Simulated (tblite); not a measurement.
Compound: C6H16AlP.
SMILES with atom numbers: `[CH2:1]=[CH:2][CH2:3][P@@+:4]([CH3:5])([AlH3-:6])[CH2:7][CH3:8]` (hydrogens: H9, H10 on C1; H11 on C2; H12, H13 on C3; H14, H15, H16 on C5; H17, H18, H19 on Al6; H20, H21 on C7; H22, H23, H24 on C8)
Bond orders are those of one Lewis drawing.

Computed with GFN2-xTB (tblite), gas phase: L-BFGS steps from a force-field or distance-geometry start until the largest atomic force falls under 0.01 eV/Å.

Step 22: E = -668.8465 eV
```
atom  x, y, z in Å  |  force x, y, z in eV/Å
C1      2.9588   -0.8391   -0.3353    0.007  -0.019   0.076
C2      1.8438   -0.6773   -1.0250    0.026  -0.024  -0.030
C3      0.9726    0.5258   -0.9515   -0.034   0.020   0.011
P4     -0.3316    0.4866    0.3681   -0.049   0.054   0.092
C5      0.6425    0.3261    1.9065    0.033  -0.018   0.018
Al6    -1.8721    2.4165    0.3469    0.024  -0.048   0.001
C7     -1.0872   -1.1880    0.2418    0.037   0.001   0.005
C8     -1.8521   -1.2930   -1.0690   -0.017  -0.001  -0.016
H9      3.5702   -1.7170   -0.4430   -0.002  -0.062   0.023
H10     3.3059   -0.1016    0.3661    0.071   0.105  -0.019
H11     1.5311   -1.4544   -1.7070   -0.075  -0.038  -0.051
H12     1.5541    1.4276   -0.7401    0.024   0.004   0.042
H13     0.4424    0.6882   -1.8930   -0.011  -0.001  -0.017
H14     1.2487   -0.5782    1.8770    0.054   0.016   0.054
H15    -0.0425    0.2891    2.7529   -0.010  -0.025  -0.036
H16     1.2747    1.2057    2.0197    0.009  -0.022  -0.011
H17    -1.7111    2.7770   -1.1763   -0.033   0.017   0.000
H18    -1.0830    3.2707    1.4100   -0.027   0.024  -0.015
H19    -3.1579    1.6437    0.8232   -0.014   0.027  -0.010
H20    -1.7733   -1.2962    1.0873    0.011   0.072  -0.003
H21    -0.3179   -1.9591    0.3296    0.028  -0.034  -0.033
H22    -2.5134   -0.4324   -1.1769   -0.011   0.010   0.008
H23    -2.4535   -2.1987   -1.0958    0.008  -0.027  -0.041
H24    -1.1609   -1.3023   -1.9087   -0.048  -0.033  -0.048
```

Step 23: E = -668.8490 eV
```
atom  x, y, z in Å  |  force x, y, z in eV/Å
C1      2.9576   -0.8400   -0.3311    0.036  -0.007   0.038
C2      1.8430   -0.6775   -1.0218    0.009  -0.039  -0.010
C3      0.9746    0.5277   -0.9510   -0.008   0.020   0.008
P4     -0.3297    0.4876    0.3676   -0.077   0.054   0.136
C5      0.6452    0.3242    1.9077    0.019  -0.017  -0.003
Al6    -1.8769    2.4200    0.3454    0.028  -0.058   0.003
C7     -1.0843   -1.1890    0.2422    0.005   0.003  -0.049
C8     -1.8531   -1.2927   -1.0684   -0.006  -0.009  -0.017
H9      3.5666   -1.7200   -0.4401   -0.011  -0.051   0.042
H10     3.3151   -0.0963    0.3601    0.044   0.071  -0.037
H11     1.5207   -1.4588   -1.6954   -0.049  -0.028  -0.039
H12     1.5585    1.4273   -0.7403    0.032   0.020   0.061
H13     0.4492    0.6934   -1.8938   -0.035  -0.013  -0.030
H14     1.2516   -0.5805    1.8722    0.044   0.029   0.062
H15    -0.0415    0.2820    2.7541    0.029  -0.012  -0.068
H16     1.2794    1.2033    2.0216   -0.020  -0.043  -0.001
H17    -1.7190    2.7821   -1.1797   -0.031   0.008   0.019
H18    -1.0876    3.2769    1.4087   -0.034   0.011  -0.028
H19    -3.1654    1.6482    0.8230    0.008   0.034  -0.018
H20    -1.7693   -1.2999    1.0890    0.035   0.074  -0.017
H21    -0.3149   -1.9614    0.3211    0.020  -0.015  -0.009
H22    -2.5148   -0.4318   -1.1777    0.007  -0.007   0.018
H23    -2.4537   -2.1995   -1.0964    0.005  -0.012  -0.023
H24    -1.1629   -1.3055   -1.9094   -0.050  -0.013  -0.037
```

Question: Estimate the geometry and energy of step 24. (The exact step hangs on the optimiser's Hessian estimate; all steps are aligned on step 23, rigid shifts and turns removed.)

Answer: E = -668.8513 eV, largest force 0.130 eV/Å
```
atom  x, y, z in Å  |  force x, y, z in eV/Å
C1      2.9569   -0.8409   -0.3268    0.043   0.006  -0.017
C2      1.8427   -0.6782   -1.0195   -0.016  -0.036   0.020
C3      0.9762    0.5298   -0.9505    0.018   0.011   0.009
P4     -0.3287    0.4889    0.3694   -0.061   0.025   0.112
C5      0.6482    0.3222    1.9092    0.007  -0.018  -0.021
Al6    -1.8802    2.4215    0.3441    0.018  -0.044   0.002
C7     -1.0817   -1.1899    0.2417   -0.018   0.006  -0.085
C8     -1.8543   -1.2927   -1.0683    0.005  -0.015  -0.015
H9      3.5630   -1.7238   -0.4364   -0.022  -0.026   0.063
H10     3.3240   -0.0899    0.3539    0.012   0.022  -0.062
H11     1.5106   -1.4630   -1.6862   -0.013  -0.002  -0.008
H12     1.5633    1.4275   -0.7397    0.025   0.019   0.070
H13     0.4545    0.6979   -1.8951   -0.046  -0.022  -0.019
H14     1.2557   -0.5818    1.8705    0.037   0.027   0.061
H15    -0.0404    0.2756    2.7544    0.052   0.000  -0.073
H16     1.2835    1.2007    2.0236   -0.037  -0.045   0.011
H17    -1.7267    2.7869   -1.1824   -0.026  -0.004   0.037
H18    -1.0923    3.2828    1.4071   -0.037  -0.003  -0.037
H19    -3.1721    1.6528    0.8225    0.026   0.034  -0.022
H20    -1.7654   -1.3015    1.0901    0.052   0.064  -0.031
H21    -0.3128   -1.9644    0.3131    0.008   0.014   0.013
H22    -2.5163   -0.4316   -1.1782    0.019  -0.021   0.024
H23    -2.4537   -2.2006   -1.0976    0.000   0.003  -0.002
H24    -1.1658   -1.3088   -1.9110   -0.046   0.008  -0.029
```

The energy changes by -0.0023 eV. The first-order estimate −F·Δx gives -0.0033 eV and the mean of the old and new forces, exact on a quadratic surface, -0.0023 eV. The step makes an angle of 71° with the force vector and moves no atom by more than 0.014 Å.
